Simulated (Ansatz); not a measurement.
BH$_{6}$NO$_{3}$ (`[NH3+][B-](O)(O)O`). Charge 0, multiplicity 1.

Z-matrix (Å, degrees):
```
N
B 1 1.725
H 1 1.014 2 109.8
H 1 1.014 2 109.8 3 -120.0
H 1 1.014 2 109.8 3 120.0
O 2 1.428 1 102.9 3 -167.1
O 2 1.428 1 102.9 3 72.9
O 2 1.428 1 102.9 3 -47.1
H 6 0.958 2 109.3 1 -118.5
H 7 0.958 2 109.3 1 -118.5
H 8 0.958 2 109.3 1 -118.5
```

Q: List the harmonic frequencies (cm⁻¹, unscaled) at PBE0-D4/def2-TZVP in Ansatz. (Estimate.)

A: Ansatz gave: 134, 219, 219, 315, 327, 327, 416, 416, 444, 614, 777, 777, 843, 970, 970, 1054, 1264, 1280, 1280, 1644, 1644, 3491, 3621, 3621, 3920, 3920, 3921.

Q: Is this a minimum?

A: Yes, all 27 modes are real.

Q: Give the ideal-gas thermochemistry at 298.15 K and 1 bar (rigid rotor, harmonic oscillator; point group C3, symmetry number 3).

A: Zero-point energy 229.9 kJ/mol; H(298) − E = 251.1 kJ/mol; entropy 323.2 J/(mol·K), of which translation 163.3, rotation 98.0, vibration 61.8; G(298) − E = 154.7 kJ/mol.

Q: And at 400, 500, 600, 800 and 1000 K?

A: 
| T (K) | H − E (kJ/mol) | S (J/mol/K) | G − E (kJ/mol) |
| --- | --- | --- | --- |
| 400 | 263.8 | 359.8 | 119.9 |
| 500 | 278.2 | 391.8 | 82.3 |
| 600 | 294.0 | 420.5 | 41.7 |
| 800 | 328.6 | 470.1 | -47.5 |
| 1000 | 366.2 | 512.0 | -145.9 |

Q: Rotational constants (cm⁻¹)?

A: 0.1598, 0.1502, 0.1502.
